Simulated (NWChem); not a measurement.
# TiNH₃O₂; SMILES [NH2][Ti](=[O])[OH]

```xyz
7

Ti    -0.0609    -0.0289     0.0000
O     -1.6544     0.0353     0.0000
O      0.7909    -1.6340     0.0000
H      0.4794    -2.5430     0.0000
N      0.8035     1.6561     0.0000
H      1.8093     1.8171     0.0000
H      0.3336     2.5587     0.0000
```
Atoms are numbered in this order, from 1.

Computed with NWChem. The geometry was optimised at PBE0/def2-SVP. Total energies compare along this basis series because the functional is fixed.

| level | basis functions | energy (Ha) | highest occupied level (eV) | orbital gap (eV) | dipole (D) |
|---|---|---|---|---|---|
| PBE/pcseg-1 | 88 | -1056.0479 | -6.34 | 3.26 | 2.23 |
| PBE/aug-pcseg-1 | 143 | -1056.0703 | -6.55 | 3.29 | 2.20 |
| PBE/pcseg-2 | 188 | -1056.2960 | -6.48 | 3.31 | 2.19 |
| PBE/STO-3G | 36 | -1044.5768 | -2.11 | 2.88 | 2.14 |
| PBE/def2-SVP | 88 | -1055.9065 | -5.97 | 3.23 | 2.09 |
